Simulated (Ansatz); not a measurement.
`N[SiH](N)O`. Charge 0, multiplicity 1. The geometry is a stationary point of PBE0-D4/def2-TZVP. It is one conformer, not always the lowest.

```xyz
10

N     0.682    1.200    0.467
Si   -0.112    0.019   -0.487
N     0.353   -1.473    0.198
O    -1.707    0.432   -0.515
H     0.453    2.174    0.351
H     1.653    1.079    0.703
H     0.213   -0.073   -1.931
H     0.338   -1.624    1.193
H     0.245   -2.332   -0.315
H    -2.117    0.598    0.336
```

Q: What is the dipole moment at PBE/def2-TZVPP? (An estimate is asked.)

A: Ansatz gave: 1.96 D, with components (0.62, -0.10, 1.86) D in this frame, pointing from negative to positive charge.

Q: And with r2SCAN, B3LYP, ωB97M-V? (Best estimate.)

A: Computed: r2SCAN 1.98 D, B3LYP 1.95 D, ωB97M-V 1.97 D.

Q: Give the Mulliken charges with PBE, B3LYP, ωB97M-V in def2-TZVPP. (Estimate.)

A: Computed: 
```json
{"atom": "N1", "PBE": "-0.41", "B3LYP": "-0.42", "ωB97M-V": "-0.39"}
{"atom": "Si2", "PBE": "0.51", "B3LYP": "0.64", "ωB97M-V": "0.60"}
{"atom": "N3", "PBE": "-0.40", "B3LYP": "-0.41", "ωB97M-V": "-0.38"}
{"atom": "O4", "PBE": "-0.36", "B3LYP": "-0.40", "ωB97M-V": "-0.39"}
{"atom": "H5", "PBE": "0.15", "B3LYP": "0.14", "ωB97M-V": "0.11"}
{"atom": "H6", "PBE": "0.15", "B3LYP": "0.14", "ωB97M-V": "0.12"}
{"atom": "H7", "PBE": "-0.12", "B3LYP": "-0.13", "ωB97M-V": "-0.08"}
{"atom": "H8", "PBE": "0.15", "B3LYP": "0.14", "ωB97M-V": "0.12"}
{"atom": "H9", "PBE": "0.15", "B3LYP": "0.14", "ωB97M-V": "0.11"}
{"atom": "H10", "PBE": "0.18", "B3LYP": "0.18", "ωB97M-V": "0.17"}
```

B3LYP here is the variant with VWN-RPA as its local correlation; programs differ in this.
